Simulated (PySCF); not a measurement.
# HZrN + Cl₂ → ClZrN + HCl

Level: PBE0 in the def2-TZVP basis family, computed in PySCF with density fitting; scalar-relativistic core potentials for atoms from Rb on, none lighter, no spin–orbit coupling; open shells unrestricted.

```
species                                       state and structure      E (Eh)  ZPE (kJ/mol)  H(298 K) − H(0) (kJ/mol)  S° (J/(mol K))
   HZrN    singlet, Cs, Zr–H 1.897 Å, Zr–N 1.691 Å; H–Zr–N 106.2°  -102.24341          18.5                      10.6           253.6
    Cl₂                               singlet, D∞h, Cl–Cl 1.982 Å  -920.08940           3.5                       9.1           222.5
  ClZrN  singlet, Cs, Zr–Cl 2.410 Å, Zr–N 1.689 Å; Cl–Zr–N 112.1°  -561.81298           9.6                      12.4           290.3
    HCl                                singlet, C∞v, H–Cl 1.279 Å  -460.66440          17.9                       8.7           186.6
```

(1) What is the electronic reaction energy?

(2) Add zero-point, thermal and entropy terms for 298.15 K and 1 bar.

Answers

(1) At PBE0/def2-TZVP, ΔE = -379.6 kJ/mol from the differences of the total energies times 2625.5, downhill. 

(2) ΔZPE = 5.5 and Δ[H(298) − H(0)] = 1.4 kJ/mol give ΔH° = -372.7 kJ/mol. ΔS° = 0.8 J/(mol K), so ΔG° = -372.7 − 298.15 × (0.0008) = -373 kJ/mol.

Only the bonding shown was studied: isomers, or loss of a ligand pair, can lie lower.
